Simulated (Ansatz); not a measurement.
Input (CCSDTQ/def2-SVP; Ansatz, a program for electronic structure):

Ansatz 0.2 input:
```yaml
crystal:
  periodic: [false, false, false]
  atoms:
    - {symbol: Ge, position_ang: [-0.00000000, -0.00000000, -1.46005187]}
    - {symbol: Te, position_ang: [0.00000000, 0.00000000, 0.89849346]}
basis:
  gaussian:
    orbitals: def2-SVP
magnetization: {spin_polarized: false}
correlation: {method: ccsdtq, electrons: outside_noble_gas}
```

Output:

```
Functional definition: HF
integrals: 0.05 GiB planned
1074 factors; integrals over basis functions are off by at most 1.2e-7 eV
mean field: 0.28 GiB planned
mean field evaluation 1: about -63731.3807 eV, gradient 1.5e1 eV
mean field evaluation 2: about -63731.4518 eV, gradient 1.5e1 eV
mean field evaluation 4: about -63732.6173 eV, gradient 1.5e0 eV
mean field evaluation 8: about -63732.6332 eV, gradient 2.2e-4 eV
mean field evaluation 16: about -63732.5035 eV, gradient 1.4e0 eV
mean field -63732.63320329 eV, -2342.1310706906 hartree, gradient 2.4e-6 eV, S^2 0.000000; 0 other end points of the search recorded, 0 dependent functions left out; unrestricted orbitals would lower it
23 core orbitals not correlated
reference -63732.63320329 eV, -2342.1310706906 hartree; 5, 5 occupied and 30, 30 virtual orbitals, 1074 factors
second order -4.65502587 eV of doubles, -0.00000000 eV of singles
coupled cluster: 1.34 GiB planned
cycle   1  -4.82677545 eV  change   -1.7e-1 eV  update   1.4e-1
cycle   2  -5.18525997 eV  change   -3.6e-1 eV  update   9.7e-2
cycle   3  -5.49794945 eV  change   -3.1e-1 eV  update   4.2e-2
cycle   4  -5.46531155 eV  change    3.3e-2 eV  update   1.5e-2
cycle   5  -5.47250988 eV  change   -7.2e-3 eV  update   8.5e-3
cycle   6  -5.48001597 eV  change   -7.5e-3 eV  update   4.9e-3
cycle   7  -5.47919827 eV  change    8.2e-4 eV  update   1.6e-3
cycle   8  -5.47815090 eV  change    1.0e-3 eV  update   5.5e-4
cycle   9  -5.47884064 eV  change   -6.9e-4 eV  update   2.9e-4
cycle  10  -5.47908334 eV  change   -2.4e-4 eV  update   1.3e-4
cycle  11  -5.47902008 eV  change    6.3e-5 eV  update   6.9e-5
cycle  12  -5.47905087 eV  change   -3.1e-5 eV  update   3.6e-5
cycle  13  -5.47903490 eV  change    1.6e-5 eV  update   1.7e-5
cycle  14  -5.47903441 eV  change    4.9e-7 eV  update   1.1e-5
cycle  15  -5.47903404 eV  change    3.8e-7 eV  update   4.6e-6
cycle  16  -5.47903507 eV  change   -1.0e-6 eV  update   1.4e-6
cycle  17  -5.47903498 eV  change    8.6e-8 eV  update   8.5e-7
coupled cluster: 1.34 GiB planned
Total energy: -63738.11223827 eV, -2342.3324215123 hartree
```

A triplet may lie lower; no result for it is given here.
